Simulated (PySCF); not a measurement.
## NMR data sheet: C5H5F3N2

| Quantity | Value |
| --- | --- |
| Formula | C5H5F3N2 |
| SMILES | FC(F)(F)Cc1cnc[nH]1 |
| Point group of the computed structure | C1 |
| Degrees of unsaturation | 3 |
| Carbon signals | 5 |
| Proton signals | 4 |

Atoms are numbered as in `[F:1][C:2]([F:3])([F:4])[CH2:5][c:6]1[cH:7][n:8][cH:9][nH:10]1`; H(Xn) means a hydrogen on atom n.

Theoretical values (PySCF): σ from GIAO-PBE0/pcSseg-1, GFN2-xTB geometry. Rapidly exchanging positions averaged, non-relativistic Hamiltonian, a single conformation, isolated molecule.

Scale: TMS for ¹H and ¹³C; ¹⁹F vs CFCl3; ¹⁵N against NH3 (reference shieldings calculated alike).

```tsv
carbon	δC, type	δH (multiplicity)	HMBC from (2–3 bonds)	span of the C tensor (ppm)
C2	134.7, C	–	H(C5)	7
C5	35.5, CH2	3.44 (m)	H(C7)	36
C6	122.6, C	–	H(C9), H(C7), H(C5)	152
C7	135.8, CH	7.28 (m)	H(C9), H(C5)	153
C9	138.4, CH	7.46 (m)	H(C7)	140
```

Other nuclei:
```tsv
atoms	nucleus	environment	δ (ppm)	σ (ppm)
H(N10)	¹H	hydrogen on a pyrrole-type ring nitrogen	8.61	23.11
F1/F3/F4	¹⁹F	fluorine of a CF3 group	-83.3	254.2
N8	¹⁵N	pyridine-type nitrogen of an azole	304.9	-37.2
N10	¹⁵N	pyrrole-type ring nitrogen	184.8	83.0
```

1. Carbon types of the structure: 2 × C, 2 × CH, 1 × CH2, leaving 1 H on heteroatoms.
2. δC 138.4: aromatic CH between two ring heteroatoms.
3. δC 135.8: aromatic CH next to a ring nitrogen.
4. δC 134.7: CF3 carbon; 3 electronegative neighbours deshield it.
5. δC 122.6: substituted aromatic carbon next to a ring nitrogen.
6. δH 8.61: hydrogen on a pyrrole-type ring nitrogen; exchangeable; this is the value without hydrogen bonding to other molecules.

The OH or NH signal is concentration- and solvent-dependent in practice; the value given is the gas-phase one. Splittings by ¹⁹F in the carbon and heteronuclear signals aren't shown, as no couplings were computed. Shifts are as computed. Against solution values, carbons near 30 ppm lie about +3 ppm off and those near 130 ppm about +5 ppm. Of 1211 compounds with measured shifts, 218 miss one by over three times the rms of a fit or turn the order of signals round; such compounds aren't used in these exercises. Unscaled 19F shifts against computed CFCl3 carry errors that often reach 10 to 50 ppm. Experimental scales use liquid or dissolved standards, which lie at an offset from isolated NH3 (liquid NH3: subtract about 20 ppm). Unscaled 15N shifts of sp2 nitrogen come out 20 to 40 ppm too high even then. No couplings were computed; multiplicities are counted from neighbouring protons, with m where these are inequivalent, close in shift, in a saturated or five-membered ring or joined by F or P, and br s for small geminal =CH2 splittings.
